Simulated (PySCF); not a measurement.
C2H6BFO. Atoms are numbered in the order given.

```xyz
11

C      1.5990    -0.2427    -0.4409
B      0.3595     0.1700     0.4190
F      0.5259     0.7204     1.6319
C     -1.1382     0.0066    -0.0616
O     -1.1933    -0.5853    -1.3451
H      1.4190    -1.2127    -0.9303
H      1.6921     0.4883    -1.2650
H      2.5439    -0.2598     0.1215
H     -1.6752    -0.5911     0.7073
H     -1.6123     1.0122    -0.0357
H     -2.1162    -0.6722    -1.6042
```
Charge 0, spin multiplicity 1.

Geometry: ωB97X-D3(BJ)/def2-SVP. The structure was generated by enumeration, and PubChem lists no compound with its InChIKey, so it may never have been made. One conformer was computed; it need not be the lowest.

Computed with TDDFT-PBE/def2-SVPD (PySCF).

Vertical excitations. Gas-phase values at a fixed geometry.

| state | energy (eV) | λ (nm) | f | main pairs |
|---|---|---|---|---|
| S1 | 5.49 | 226 | 0.016 | HOMO→LUMO 100 % |
| S2 | 6.02 | 206 | 0.000 | HOMO−1→LUMO 100 % |
| S3 | 6.17 | 201 | 0.000 | HOMO→LUMO+1 99 % |
| S4 | 6.66 | 186 | 0.019 | HOMO−1→LUMO+1 99 % |
| S5 | 6.67 | 186 | 0.008 | HOMO→LUMO+2 97 % |
| S6 | 7.17 | 173 | 0.016 | HOMO−1→LUMO+2 100 % |
| S7 | 7.46 | 166 | 0.015 | HOMO→LUMO+3 99 % |
| S8 | 7.64 | 162 | 0.009 | HOMO−2→LUMO 95 % |
| S9 | 8.01 | 155 | 0.002 | HOMO−1→LUMO+3 97 % |
| S10 | 8.18 | 152 | 0.041 | HOMO→LUMO+4 87 % |
| T1 | 5.28 | 235 | 0 | HOMO→LUMO 100 % |
| T2 | 5.53 | 224 | 0 | HOMO−1→LUMO 99 % |
| T3 | 5.95 | 208 | 0 | HOMO→LUMO+1 98 % |
| T4 | 6.50 | 191 | 0 | HOMO−1→LUMO+1 99 % |
Triplets are in the Tamm–Dancoff approximation, which puts them higher than full response would, so one can lie above its singlet here.
